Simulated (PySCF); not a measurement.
`Fc1cc(F)c2c(c1)C2`: 4 charge schemes on one density

C₇H₄F₂.
Z-matrix (Å and degrees, PBE0-D3(BJ)/def2-SVP geometry), rows numbered from 1:
```
F 
C   1  1.3307
C   2  1.3959  1  117.79
C   3  1.4046  2  120.33  1   179.73
F   4  1.3267  3  119.27  2  -179.36
C   4  1.3709  3  116.17  2     0.79
C   6  1.3552  4  121.25  3    -1.00
C   7  1.3750  6  126.67  4     0.45
C   7  1.4870  6   63.25  4  -177.69
H   3  1.0907  2  119.30  1    -0.06
H   8  1.0908  2  121.14  1    -0.26
H   9  1.0997  6  119.20  7   107.04
H   9  1.1001  6  119.13  7  -106.87
```

Density: PBE0/pcSseg-1 (PySCF); schemes: Mulliken, IAO, Hirshfeld and ESP-fitted. Isolated species at its PBE0-D3(BJ)/def2-SVP geometry, gas phase.

Q: Atoms with like bonding are taken together and averaged. Do the Mulliken, IAO, Hirshfeld and ESP-fitted schemes agree on where the charge is lowest?

A: The schemes don't all agree: Mulliken F1 (-0.270); IAO F1 (-0.258); Hirshfeld C3 (-0.089); ESP-fitted C3 (-0.509).

Q: For which atoms does the sign change between the 4 schemes (beyond +0.03 e in one, beyond −0.03 e in another)?

A: C7. Atomic charges aren't observables, and each scheme defines them in its own way.

Q: What partial charge does each atom carry?

A: In e; atoms taken as equivalent share a row and are averaged (×n: the atom named and its like, n in all):

```
   atom                  environment  Mulliken     IAO  Hirshfeld  ESP-fitted
     F1                aryl fluorine    -0.270  -0.258     -0.075      -0.179
     C2          aromatic C–F carbon    +0.316  +0.309     +0.095      +0.412
     C3           aromatic CH carbon    -0.245  -0.240     -0.089      -0.509
     C4          aromatic C–F carbon    +0.364  +0.304     +0.096      +0.332
     F5                aryl fluorine    -0.261  -0.253     -0.076      -0.167
     C6  substituted aromatic carbon    -0.190  -0.088     -0.051      -0.068
     C7  substituted aromatic carbon    -0.098  +0.010     -0.010      +0.171
     C8           aromatic CH carbon    -0.131  -0.210     -0.068      -0.445
     C9         benzylic-type carbon    -0.056  -0.237     -0.048      -0.346
    H10            aromatic hydrogen    +0.134  +0.181     +0.058      +0.246
    H11            aromatic hydrogen    +0.117  +0.173     +0.060      +0.225
H12/H13           methylene hydrogen    +0.160  +0.155     +0.054      +0.164
```

Mean size of the charges over all atoms: ESP-fitted 0.264 e, IAO 0.198 e, Mulliken 0.192 e, Hirshfeld 0.064 e. Each set sums to the total charge, 0, to within 0.001 e. The Hirshfeld scheme divides the density at each point in proportion to the densities of the neutral, spherically averaged free atoms. The ESP scheme fits charges at the nuclei, held to the total charge, to the electrostatic potential on points at 1.4 to 2.0 times the van der Waals radii.

Q: How closely do the schemes follow one another over all atoms?

A: Correlation coefficient and root-mean-square difference: IAO with Hirshfeld 0.99, 0.147 e; Mulliken with Hirshfeld 0.97, 0.147 e; Mulliken with IAO 0.94, 0.073 e; IAO with ESP-fitted 0.93, 0.123 e; Hirshfeld with ESP-fitted 0.91, 0.232 e; Mulliken with ESP-fitted 0.81, 0.173 e.

Q: How many electrons does the Mulliken scheme count on C2?

A: Z − q = 6 − (+0.316) = 5.684.
